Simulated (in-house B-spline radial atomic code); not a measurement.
**Functionals against successive ionisation energies: Mn to Mn⁶⁺**

Ionisation energies as differences of self-consistent total energies from an all-electron radial atomic-structure program (B-spline basis): all electrons, radial basis limit, scalar-relativistic (one-electron X2C), spin-polarised at highest spin, spherical densities; exact exchange is averaged over the determinants of each configuration. No spin-orbit coupling, Breit or QED terms. NIST's values run from ground level to ground level, so in open shells the differences also hold multiplet and fine-structure energies that spherical high-spin averages miss. Columns give computed minus NIST, in eV; a star marks a semi-empirical value. Species are left out where the tabulated value is theory, is uncertain by more than 0.12 eV, or (13 ions, such as In⁴⁺, Te⁴⁺ and Bi⁴⁺) lies off its series for all methods alike, which flatters the means a little.

| species | shell | NIST (eV) | BP86 | TPSS | HSE06 | r2SCAN0 | revTPSS |
| --- | --- | --- | --- | --- | --- | --- | --- |
| Mn | 4s | 7.43 | +0.02 | -0.34 | -0.33 | -0.48 | -0.32 |
| Mn⁺ | 4s | 15.64 | +0.73 | +0.39 | +0.40 | +0.28 | +0.33 |
| Mn²⁺ | 3d | 33.67 ± 0.01 | +0.48 | +0.36 | +0.25 | +0.54 | +0.28 |
| Mn⁴⁺ | 3d | 72.41 ± 0.1* | +0.45 | +0.29 | +0.33 | +0.46 | +0.17 |
| Mn⁵⁺ | 3d | 95.60 ± 0.03 | -0.30 | -0.52 | -0.41 | -0.50 | -0.68 |
| Mn⁶⁺ | 3d | 119.20 ± 0.01 | +0.30 | -0.04 | +0.20 | -0.23 | -0.27 |

(1) How do the methods rank, and which species is hardest?

## Answers

(1) Mean absolute (signed) differences: HSE06 0.32 (+0.07) eV; TPSS 0.32 (+0.02) eV; revTPSS 0.34 (-0.08) eV; BP86 0.38 (+0.28) eV; r2SCAN0 0.42 (+0.01) eV. For Mn⁵⁺, which loses a 3d electron, the nearest method is off by -0.30 eV, the largest such miss. The first two are tied within the accuracy of the references.
